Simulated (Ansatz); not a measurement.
```xyz
10

N     0.989    1.396    0.755
Si    1.023    0.123   -0.428
Al   -1.020   -1.259   -0.634
O    -2.340   -0.927    0.391
H     1.019    1.155    1.733
H     0.385    2.189    0.607
H     2.186   -0.748   -0.082
H     1.335    0.761   -1.743
H    -1.263   -2.462   -1.641
H    -2.316   -0.227    1.042
```

The species carries charge 0 and has multiplicity 1.

List the B3LYP/def2-TZVPP orbital energies in eV (Ansatz). (An estimate is asked.)

Computed: Occupied: -1798.85, -1524.21, -520.08, -389.08, -143.35, -112.19, -98.67, -98.67, -98.64, -72.93, -72.76, -72.72, -26.52, -23.19, -14.53, -13.68, -13.51, -10.87, -10.10, -9.28, -9.14, -8.94, -8.35, -6.33. Lowest empty: -1.45, -0.78, 0.33, 1.04, 1.44, 1.61, 2.16, 2.23.

B3LYP here is the variant with VWN-RPA as its local correlation; programs differ in this.
